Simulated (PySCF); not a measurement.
SMILES B[SiH2]C[Si](C)(C)C (C4H15BSi2), GFN2-xTB optimised geometry.

```
22

B     -1.03    -2.64     0.50
Si    -0.51    -2.04    -1.29
C     -0.82    -0.15    -1.47
Si    -0.14     0.86     0.00
C      1.76     0.86     0.00
C     -0.79     2.65     0.00
C     -0.76    -0.01     1.59
H     -2.16    -2.72     0.80
H     -0.27    -3.20     1.20
H     -1.24    -2.68    -2.41
H      0.91    -2.24    -1.66
H     -1.89     0.01    -1.55
H     -0.39     0.21    -2.40
H      2.16     1.42     0.84
H      2.15    -0.15     0.05
H      2.15     1.31    -0.91
H     -0.45     3.20     0.87
H     -1.88     2.68     0.00
H     -0.45     3.19    -0.88
H     -0.11     0.15     2.44
H     -1.76     0.30     1.87
H     -0.79    -1.10     1.42
```

Density from PBE/def2-SVP (PySCF) at that geometry.

Minimum of the electron density along straight lines between bonded atoms, close to the bond critical point (lines longer than 1.1 times the sum of covalent radii, or with two minima, are not listed):

| bond | length / Å | ρ at the minimum / e bohr⁻³ | ∇²ρ there / e bohr⁻⁵ | position (fraction from the first atom) |
|---|---|---|---|---|
| B1–Si2 | 1.960 | 0.113 | 0.12 | 0.62 |
| Si2–C3 | 1.923 | 0.103 | 0.27 | 0.38 |
| C3–Si4 | 1.902 | 0.109 | 0.30 | 0.62 |
| Si4–C5 | 1.906 | 0.109 | 0.30 | 0.38 |
| Si4–C6 | 1.909 | 0.109 | 0.30 | 0.38 |
| Si4–C7 | 1.913 | 0.107 | 0.31 | 0.38 |
| B1–H8 | 1.174 | 0.177 | -0.14 | 0.43 |
| B1–H9 | 1.175 | 0.178 | -0.14 | 0.43 |
| Si2–H10 | 1.480 | 0.111 | 0.30 | 0.49 |
| Si2–H11 | 1.480 | 0.113 | 0.30 | 0.49 |
| C3–H12 | 1.090 | 0.265 | -0.90 | 0.62 |
| C3–H13 | 1.088 | 0.266 | -0.92 | 0.63 |
| C5–H14 | 1.086 | 0.269 | -0.94 | 0.63 |
| C5–H15 | 1.086 | 0.270 | -0.95 | 0.63 |
| C5–H16 | 1.086 | 0.270 | -0.95 | 0.63 |
| C6–H17 | 1.086 | 0.270 | -0.95 | 0.63 |
| C6–H18 | 1.086 | 0.270 | -0.95 | 0.63 |
| C6–H19 | 1.085 | 0.270 | -0.95 | 0.63 |
| C7–H20 | 1.086 | 0.271 | -0.97 | 0.63 |
| C7–H21 | 1.086 | 0.271 | -0.97 | 0.63 |
| C7–H22 | 1.099 | 0.252 | -0.79 | 0.61 |
